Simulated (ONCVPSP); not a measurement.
## Rh: one change to an ONCV potential, before and after

ONCVPSP 4.0.1 input, shortened (lines: element, Z, core and valence counts, functional; n l f; lmax; l rc ep ncon nbas qcut; lloc lpopt rc5 dvloc0; l nproj debl; icmod fcfact rcfact), LDA (Perdew-Wang 92), scalar-relativistic:

```
  Rh 45.00    6    4  -001012      upf
    1    0    2.00
    2    0    2.00
    2    1    6.00
    3    0    2.00
    3    1    6.00
    3    2   10.00
    4    0    2.00
    4    1    6.00
    4    2    7.00
    5    0    2.00
    2
    0    1.60    0.00    4    7    9.70
    1    1.50    0.00    4    7    9.60
    2    1.50    0.00    4    8   11.20
    2    5    1.50    0.00
    0    2    1.20
    1    2    3.60
    2    0    2.00
    3    5.25    1.65
```

Change: all radii but the core radius scaled by about 0.88 (s 1.40, p 1.32, d 1.32 bohr).

Cutoffs: the cutoffs (Ha) at which the residual kinetic energy of the hardest occupied pseudo-wave falls to 1 and 0.1 mHa per electron; they do not see the model core or the augmentation charge, which bear on the density cutoff. Errors are all-electron minus pseudo energies relative to the spin-unpolarised reference configuration.

Question: How do hardness, ghosts and transferability respond?

Answer: The potential gets neither clearly harder nor softer (31 Ha and 39 Ha → 34 Ha and 41 Ha); of the 4 tests that both files solve, the error grows in 0 and shrinks in 2 by more than 15 % and 0.3 meV (median size 4.4 → 3.7 meV); neither file shows a bound ghost.

```tsv
quantity	base	changed
cutoff, loose	31 Ha	34 Ha
cutoff, tight	39 Ha	41 Ha
loose cutoff by channel	s 29 Ha, p 27 Ha, d 31 Ha	s 32 Ha, p 34 Ha, d 31 Ha
bound ghosts	none	none
GHOST(+) flags under 300 eV	none	none
error for 4s2 4p6 4d8 5s1, meV [ΔE -2.39 eV]	-2.8	-2.5
error for 4s2 4p6 4d8 5s0, meV [ΔE 5.40 eV]	-6.5	-5.5
error for 4s2 4p6 4d7 5s0, meV [ΔE 25.16 eV]	-6.0	-5.0
error for 4s2 4p6 4d7 5s1 5p1, meV [ΔE 4.24 eV]	-0.6	-0.5
rms error of d²Exc/dni dnj with the model core, mHa	2.63	2.37
```
